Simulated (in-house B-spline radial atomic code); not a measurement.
Ionising Ru XXVII (Ru26+) with different functionals

Computed with a radial B-spline atomic code at the basis-set limit: scalar-relativistic (spin-free X2C) Hamiltonian, Fermi nucleus of rms radius 4.4809 fm, spin-polarised at highest spin, spherical fractional occupations for the functionals. The ionisation energy is the difference of two self-consistent energies, [Ne] 3s2 3p6 → [Ne] 3s2 3p5, without Breit or QED terms; ε is the level of the shell that loses the electron (its least bound occupied spin orbital). There is no spin-orbit coupling in this Hamiltonian.

Hybrids are left out here: with spherical fractional occupations of an open shell their exact exchange keeps a self-interaction that integer-occupation calculations don't have.

```tsv
method	rung	ΔSCF (eV)	-ε(3p) (eV)
LDA PW92	LDA	1458.33	1427.29
LDA VWN5	LDA	1458.35	1427.30
RPBE	GGA	1459.02	1428.16
SCAN	meta-GGA	1461.22	1431.06
revTPSS	meta-GGA	1459.17	1428.47
```

How do they compare with the NIST value?

NIST lists 1447 eV ± 4 (semi-empirical, ground level to ground level). Errors run from +11.33 to +14.22 eV. The correlated functionals all miss on the same side by more than they spread, so the cause is common to them (spin-orbit coupling, Breit-QED terms, multiplet and fine-structure energies, or a listed next ion that isn't the cheapest removal here) and closeness doesn't rank the functionals.
